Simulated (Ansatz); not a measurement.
In9Ga, relaxed as a singlet with RKS PBE-D4/def2-SVP in Ansatz, starting from packed atoms. Force threshold 0.03 eV/Å.

In the def2 sets In takes a core potential; there is no spin–orbit coupling. The restricted singlet is unstable towards broken spin symmetry in Hartree–Fock (as tested in another run); at PBE-D4/def2-SVP this wasn't settled. The structure comes from a short search, and lower isomers may exist.

Start:

```xyz
10

Ga   -0.234   -2.152    2.209
In   -2.415    1.516   -2.187
In    1.561    2.935    0.623
In   -0.342   -0.342   -2.094
In   -0.758    1.617   -0.125
In   -1.832   -1.197    0.143
In    1.463   -2.834    0.072
In   -1.111    0.303    2.302
In    1.421   -0.098    0.915
In    2.247    0.251   -1.859
```

Estimate the energy that the relaxation releases and the steps that it takes.

330.4 kJ/mol, in 25 steps; 4.4 min on 4 threads of Arm Neoverse V2 on a shared host. No frequencies were taken in this run, so the end may be a saddle point.

Does the start keep its bonding?

Bonds lost: In5–In6, In5–In9, In6–In8, In9–In10 (atoms count from 1). Bonds formed: In2–In3, In2–In10, In3–In10, In4–In7, In4–In8, In7–In10 (atoms count from 1).

Predict the relaxed structure.


Cartesian coordinates in Å:
```
Ga 0.025 -2.281 2.058
In -0.505 2.371 -2.668
In 1.786 2.518 -0.341
In -1.220 -0.350 -0.994
In -1.172 2.485 0.371
In -2.195 -2.935 0.385
In 1.400 -2.266 -0.315
In -1.348 0.084 2.258
In 1.611 0.243 1.462
In 1.618 0.131 -2.216
```
Bond lengths (bridged metal pairs left out): 16 × In–In 2.91 to 3.32 Å; 4 × Ga–In 2.74 to 3.04 Å.
